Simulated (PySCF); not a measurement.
**Excitation energy of Zn by level of theory**

Zn [Ar] 3d10 4s2 (1S) → Zn [Ar] 3d9 4s2 5s1 (3D), as a difference of total energies. Computed with PySCF 2.14 in aug-cc-pVTZ-DK, with the spin-free X2C one-electron Hamiltonian (Gaussian nucleus). Correlated levels: valence: [Ar] frozen. The calculations carry no spin-orbit coupling.

```csv
method,excitation energy (cm⁻¹)
UHF,95479
MP2 (valence),118880
SCS-MP2 (valence),115980
CCSD (valence),112850
CCSD(T) (valence),114330
```

The upper state lies above the first ionisation limit, where it may autoionise and the basis confines it. A Rydberg-like electron needs more diffuse functions than a valence basis has.

The promoted electron is Rydberg-like, and one or two diffuse shells describe it only roughly, which tends to raise the upper state.
